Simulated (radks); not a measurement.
Species: Eu XVII. Configuration: [Kr] 4d10 4f1 (the NIST ground configuration). All-electron calculation, non-relativistic Kohn-Sham, PBE, spin-polarised, spherical densities, point nucleus; open shells are filled with parallel spins first (spin-orbit coupling, left out, can overturn this in heavy ions); relativity is left out, which matters for an element this heavy. Program: a radial shooting solver on a logarithmic mesh with Libxc functionals.

Unscreened Slater integrals over Kohn-Sham orbitals (cm^-1). They are taken over the spin-up orbitals.

integral    value
F0(4f,4f)  314650
F2(4f,4f)  161810
F4(4f,4f)  104370
F6(4f,4f)   75963
F0(4f,4d)  317590
F2(4f,4d)  160130
F4(4f,4d)  104390
G1(4f,4d)  182360
G3(4f,4d)  119410
G5(4f,4d)   85896
F0(4f,4p)  322030
F2(4f,4p)  164490
G2(4f,4p)  141760
G4(4f,4p)  100410
F0(4f,4s)  324590
G3(4f,4s)  118060
F0(4d,4d)  323950
F2(4d,4d)  166420
F4(4d,4d)  112370
F0(4d,4p)  328200
F2(4d,4p)  170090
G1(4d,4p)  214000
G3(4d,4p)  135710
F0(4d,4s)  330610
G2(4d,4s)  166090
F0(4p,4p)  333130
F2(4p,4p)  175620
F0(4p,4s)  335620
G1(4p,4s)  229300
F0(4s,4s)  338270

Derived for the open shells (J is the average intra-shell exchange parameter used in DFT+U). 4f: F4/F2 = 0.645, F6/F2 = 0.469, J = (286 F2 + 195 F4 + 250 F6)/6435 = 13310 cm^-1.
